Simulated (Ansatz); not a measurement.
`BC1(F)C=C1` and `FC1(Br)C=C1` differ in one atom or group.

Ansatz, PBE0-D4/def2-TZVP geometries, multiplicity 1. 

Scalar relativity is left out up to krypton.

```csv
property,`BC1(F)C=C1`
HOMO energy (ωB97M-V/def2-TZVPP) / eV,-10.62
size of the dipole moment (PBE/def2-TZVPP) / D,2.36
zero-point energy (PBE0-D4/def2-TZVP) / kJ/mol,154.8
LUMO energy (B3LYP/def2-TZVPP) / eV,-1.92
HOMO energy (B3LYP/def2-TZVPP) / eV,-8.14
HOMO energy (PBE0/def2-TZVPP) / eV,-8.36
```

Question: Give the same properties after the change, and the shifts. (Best estimate.)

Answer: The calculation gave: 
```json
{"property": "HOMO energy (ωB97M-V/def2-TZVPP) / eV", "`FC1(Br)C=C1`": "-10.09", "shift": "0.53"}
{"property": "size of the dipole moment (PBE/def2-TZVPP) / D", "`FC1(Br)C=C1`": "2.93", "shift": "0.57"}
{"property": "zero-point energy (PBE0-D4/def2-TZVP) / kJ/mol", "`FC1(Br)C=C1`": "102.9", "shift": "-51.9"}
{"property": "LUMO energy (B3LYP/def2-TZVPP) / eV", "`FC1(Br)C=C1`": "-1.15", "shift": "0.77"}
{"property": "HOMO energy (B3LYP/def2-TZVPP) / eV", "`FC1(Br)C=C1`": "-7.62", "shift": "0.52"}
{"property": "HOMO energy (PBE0/def2-TZVPP) / eV", "`FC1(Br)C=C1`": "-7.86", "shift": "0.50"}
```

With PBE0 the HOMO rises by 0.50 eV and the LUMO rises by 0.78 eV, so the gap widens by about 0.28 eV. PBE moves the HOMO by 0.51 eV and ωB97M-V by 0.53 eV. The zero-point energy changes by -51.9 kJ/mol with -6 modes. Dipoles are sizes alone; their direction can turn.

B3LYP here is the variant with VWN-RPA as its local correlation; programs differ in this.

Spin–orbit coupling is left out; it splits and shifts lone-pair levels of the heavy atoms by tenths of an eV.
